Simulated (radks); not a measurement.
Task: These are the eigenvalues of the occupied orbitals of an atom or ion with whole-number occupations (eV). Calculated with a radial shooting solver on a logarithmic mesh with Libxc functionals: scalar-relativistic Kohn-Sham, PBE, spin-unpolarised, spherical densities, point nucleus.

orbital  eigenvalue
1s        -73886.21
2s        -12872.01
2p        -11207.51
3s        -2999.486
3p        -2510.839
3d        -1965.420
4s        -637.0990
4p        -476.8592
4d        -278.0303
5s         -96.8357
4f         -57.1543
5p         -56.3308
5d         -12.2450

Which element is it, and in what charge state? The configuration may be excited.

Result: Z = 76, osmium, charge +1: Os+ in [Xe] 4f14 5d7. The list shows which subshells hold electrons but not how many an open one holds; the 1s level, -2715.3 hartree, gives Z - s = 73.7 by -(Z - s)^2/2, which with screening and relativity narrows Z to a few neighbours, and the depths of the outer levels then fix element, charge and occupations together.
